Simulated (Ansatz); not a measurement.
`C[O][Sn]([NH2])[F]`, charge 0, multiplicity 2.

Give a relaxed structure at PBE0-D4/def2-TZVP (the Gaussian-basis code of Ansatz). (An estimate is asked.)

The calculation gave: 
```xyz
10

C    -0.211    0.926   -1.756
O     0.552    0.302   -0.750
Sn   -0.006    0.282    1.139
N     0.708   -1.508    1.831
F    -1.919   -0.014    1.054
H    -0.051    2.011   -1.776
H     0.117    0.521   -2.718
H    -1.284    0.732   -1.652
H     0.372   -1.714    2.767
H     1.723   -1.538    1.860
```
This is one stationary point; other conformers may exist.
